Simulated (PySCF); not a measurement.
# From a computed spectrum to the compound

A species of 3 atoms with charge 1 has these harmonic modes (PBE0, small Gaussian bases with core potentials, PySCF 2.14.0):

```json
{"cm⁻¹": "336", "km/mol": "15.2", "symmetry": "a1"}
{"cm⁻¹": "360", "km/mol": "7.6", "symmetry": "b2"}
{"cm⁻¹": "486", "km/mol": "16.2", "symmetry": "a1"}
```

Question: Which species is it, and in which structure?

Answer: [Dy(S2)]+ (singlet in the valence; each metal's 4f electrons, 9 of them, lie in its core potential, out of spins and levels):
```xyz
3

Dy    0.0000    0.0000   -0.6060
S     1.0766    0.0000    1.5535
S    -1.0766    0.0000    1.5535
```
Ideal gas at 298.15 K and 1 bar: S = 310.7 J/(mol K), Cp = 51.8 J/(mol K), H − H(0 K) = 12.4 kJ/mol (rigid rotor, harmonic modes, spin degeneracy alone, that of the 4f electrons in the core included). An lcecp potential fixes the number of 4f electrons, so in runs with it no electron can move into or out of that shell.
 The answer isn't unique; the calculation gave this one.
